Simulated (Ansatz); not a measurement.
Calculated with Ansatz (gas phase, PBE0-D4/def2-TZVP geometries, no zero-point term in ΔE). CCSD(T)/CBS adds triple-zeta CCSD(T) − MP2 to the extrapolated MP2 energy (def2 sets, frozen cores). This one scheme is used for every species. For Se outer-core shells are correlated without core-valence functions, which leaves a few kJ/mol of doubt a bond. Scalar relativity is left out up to krypton. One conformer a species, not always the lowest.

`O[SiH]([SiH3])[SeH]` + CH₄ → `C[SiH]([SiH3])[SeH]` + H₂O  (formal exchange of groups at the Si–O bond)

```csv
level,ΔE (kJ/mol)
HF/def2-QZVPP,108.3
HF/CBS(def2),108.3
```

(1) What does CCSD(T)/CBS give? (An estimate is asked.)

Largest T1 diagnostic among the species: 0.011.

## Answers

(1) The calculation gave: +91.4 kJ/mol. The listed levels differ from it by 16.9, 16.9 kJ/mol.

The D4 term adds −4.5 kJ/mol with B3LYP and −2.6 kJ/mol with PBE0; it sums over pairs of atoms, weighted by their polarisabilities, and B3LYP, whose exchange is more repulsive, gets the larger term. In def2-TZVPP, CCSD(T) changes the Hartree–Fock value by −14.8 kJ/mol (the triples alone add −1.1 kJ/mol) and MP2 by −14.4 kJ/mol.

B3LYP here is the variant with VWN-RPA as its local correlation; programs differ in this.
